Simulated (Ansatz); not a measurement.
`F[Si]1(Cl)CCO1` + `[NH2][W]([OH])(=[S])=[S]` → `N[Si]1(F)CCO1` + `[OH][W](=[S])(=[S])[Cl]`  (redistribution)

Isolated molecules relaxed with PBE0-D4/def2-TZVP in Ansatz; ΔE leaves out vibrations. CCSD(T)/CBS is the MP2 limit (def2-TZVPP, def2-QZVPP) plus CCSD(T) − MP2 in def2-TZVPP, frozen cores. Functionals use def2-TZVPP. B3LYP here is the variant with VWN-RPA as its local correlation; programs differ in this. Elements past krypton have def2 core potentials. For W outer-core shells are correlated without core-valence functions, which leaves a few kJ/mol of doubt a bond. One conformer a species, not always the lowest.

`F[Si]1(Cl)CCO1`:

Z-matrix (Å, degrees):
```
Si
Cl 1 2.030
C 1 1.849 2 120.1
O 1 1.640 2 114.7 3 -97.3
F 1 1.583 2 105.6 3 136.7
C 1 2.239 2 127.6 3 -51.8
H 3 1.088 1 117.2 2 -0.8
H 3 1.089 1 116.3 2 132.3
H 6 1.091 1 125.2 2 -168.3
H 6 1.091 1 124.2 2 -0.2
```

`[NH2][W]([OH])(=[S])=[S]`:

Z-matrix (Å, degrees):
```
W
O 1 1.880
S 1 2.128 2 108.7
N 1 1.923 2 110.2 3 117.9
S 1 2.126 2 110.3 3 -123.4
H 2 0.960 1 122.3 3 141.8
H 4 1.009 1 123.7 2 95.0
H 4 1.009 1 123.6 2 -94.2
```

`N[Si]1(F)CCO1`:

Cartesian coordinates in Å:
```
N -0.166 1.650 -1.370
Si 0.510 0.451 -0.400
F 2.052 0.846 -0.309
C -0.183 -0.186 1.209
C -0.228 -1.515 0.433
O 0.211 -1.096 -0.889
H 0.335 2.479 -1.637
H -1.078 1.581 -1.786
H 0.479 -0.181 2.073
H -1.164 0.188 1.500
H -1.228 -1.947 0.354
H 0.460 -2.269 0.822
```

`[OH][W](=[S])(=[S])[Cl]`:

Cartesian coordinates in Å:
```
O -1.044 0.736 -0.833
W 0.174 -0.295 0.127
S 0.780 -1.920 -1.090
S 1.870 0.870 0.622
Cl -0.753 -1.088 2.022
H -1.027 1.697 -0.847
```

| level | ΔE (kcal/mol) |
| --- | --- |
| PBE | -3.8 |
| r2SCAN | -4.4 |
| PBE0 | -4.1 |
| B3LYP | -4.8 |
| MP2/def2-TZVPP | -7.7 |
| CCSD(T)/def2-TZVPP | -4.6 |
| HF/def2-QZVPP | -4.4 |
| SCS-MP2/def2-QZVPP | -7.0 |

Task: What does CCSD(T)/CBS give? (Estimate.)

Result: Computed: -4.6 kcal/mol. The listed levels differ from it by 0.8, 0.2, 0.5, -0.2, -3.1, 0.0, 0.2, -2.4 kcal/mol.

Largest T1 diagnostic among the species: 0.022, so the coupled-cluster value is less sure than usual.
